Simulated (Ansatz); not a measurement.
A nudged elastic band was laid between two geometries of C3H11AlOSi (17 atoms, charge 0, multiplicity 1).

Theory: RKS BLYP-D4/STO-3G in Ansatz.

| Property | Result |
| --- | --- |
| movable images | 9 |
| climbing image | yes |
| spring | 5.0 eV/Å² |
| optimiser | quadratic models (default) |
| start path | IDPP |
| force threshold | 0.05 eV/Å |
| iteration limit | 35 |
| end points | relaxed |

First end point:

```xyz
17
Properties=species:S:1:pos:R:3
C 2.647 0.355 0.407
Al 1.435 -0.851 1.299
O -0.188 -1.058 0.779
C -0.630 -0.173 -0.333
C -0.981 1.279 0.205
Si -2.158 -0.984 -1.171
H 2.427 0.469 -0.671
H 2.611 1.373 0.842
H 3.697 0.017 0.489
H 1.798 -1.730 2.468
H 0.168 -0.036 -1.113
H -0.083 1.758 0.649
H -1.769 1.229 0.984
H -1.343 1.928 -0.620
H -2.587 -0.177 -2.304
H -1.810 -2.314 -1.648
H -3.253 -1.086 -0.221
```

Last end point:

```xyz
17
Properties=species:S:1:pos:R:3
C 2.541 0.640 0.646
Al 1.338 -0.581 1.530
O -0.191 -0.993 0.867
C -0.570 -0.271 -0.379
C -1.080 1.197 -0.052
Si -1.934 -1.291 -1.269
H 2.384 1.685 0.976
H 3.600 0.401 0.859
H 2.425 0.639 -0.455
H 1.634 -1.296 2.823
H 0.298 -0.154 -1.085
H -0.272 1.795 0.421
H -1.943 1.167 0.644
H -1.395 1.719 -0.979
H -2.290 -0.649 -2.526
H -1.443 -2.631 -1.549
H -3.119 -1.379 -0.432
```

(1) Which bonds break or form, and what moves?

(2) Give the energies along the band, and the barrier.

(3) What is the geometry of the highest image?

The band took 5 iterations and roughly 4 core-minutes.

Answers

(1) No bond is made or broken. The dihedral H9–C1–Al2–O3 goes from -151 to -29°. The two ends are copies of one structure, up to a mirror image or an exchange of like atoms.

(2) The run converged. The highest image is number 4 of 0 to 10, 0.006 eV above the ends, which have the same energy within 2 meV. The top lies less than 8 meV above the higher end, about what the thresholds resolve: that end is a shoulder or a very shallow well. A vibrational analysis at the climbing image gives one clearly imaginary mode, 63i cm⁻¹: a first-order saddle point. Limits of this set-up: minimal basis.

| image | path coordinate (Å) | energy (eV) | dihedral H9–C1–Al2–O3 (°) |
| --- | --- | --- | --- |
| 0 | 0.00 | 0.000 | -151 |
| 1 | 0.36 | 0.001 | -139 |
| 2 | 0.73 | 0.003 | -127 |
| 3 | 1.09 | 0.005 | -115 |
| 4 | 1.45 | 0.006 | -103 |
| 5 | 1.83 | 0.006 | -91 |
| 6 | 2.20 | 0.004 | -78 |
| 7 | 2.57 | 0.002 | -66 |
| 8 | 2.95 | 0.001 | -53 |
| 9 | 3.32 | 0.000 | -41 |
| 10 | 3.70 | 0.000 | -29 |

(3) 
```xyz
17
Properties=species:S:1:pos:R:3:forces:R:3
C 2.611 0.548 0.516 0.00 0.00 0.00
Al 1.395 -0.615 1.457 -0.01 0.00 0.00
O -0.182 -0.965 0.878 0.00 0.01 0.00
C -0.605 -0.230 -0.346 0.00 0.00 0.00
C -1.092 1.237 0.019 0.00 0.00 0.00
Si -2.013 -1.231 -1.187 0.00 0.00 0.00
H 2.118 1.193 -0.235 0.00 0.00 -0.01
H 3.150 1.219 1.212 0.01 0.00 0.00
H 3.388 -0.029 -0.023 0.00 0.00 0.00
H 1.733 -1.354 2.727 0.00 0.00 0.00
H 0.235 -0.112 -1.085 0.00 0.00 0.00
H -0.264 1.824 0.469 0.00 0.00 0.00
H -1.927 1.202 0.747 0.00 0.00 0.00
H -1.440 1.773 -0.888 0.00 0.00 0.00
H -2.415 -0.576 -2.424 0.00 0.00 0.00
H -1.550 -2.574 -1.497 0.00 0.00 0.00
H -3.162 -1.311 -0.300 0.00 0.00 0.00
```

The run took 3.6 min on 1 thread of Intel(R) Xeon(R) Processor @ 2.70GHz, with other jobs on the host, peak memory 0.13 GiB.
